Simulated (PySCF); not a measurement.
## C₆ coefficients of unlike pairs at r2SCANh

Calculated with PySCF 2.14 from the dipole response of each species, C₆(A,B) = (3/π) ∫ α_A(iu) α_B(iu) du, in atomic units, from isotropic polarisabilities. For ions this is the dispersion term alone; charge-induced terms of lower order in 1/R come first.

| species | configuration | basis | relativity | α (bohr³) | C₆ (like pair) |
| --- | --- | --- | --- | --- | --- |
| Mg²⁺ | [Ne] (1S) | def2-TZVPPD (5s5p3d) | none | 0.3536 | 0.3341 |
| K⁺ | [Ar] (1S) | def2-TZVPPD (6s5p3d) | none | 5.264 | 22.59 |
| Zr³⁺ | [Kr] 4d1 (2D) | aug-cc-pwCVDZ-PP with ECP28MDF (6s6p5d3f) | core potential | 5.631 | 23.47 |

Question: Estimate C₆ for K⁺ with Mg²⁺.

Answer: The integral gives 2.312. The combination rule 2 C_A C_B / (C_A α_B/α_A + C_B α_A/α_B) gives 2.325 and the geometric mean 2.747.

No spin-orbit coupling is included.

The other pairs:

```
      pair     C₆
Zr³⁺, Mg²⁺  2.395
  Zr³⁺, K⁺  23.00
```
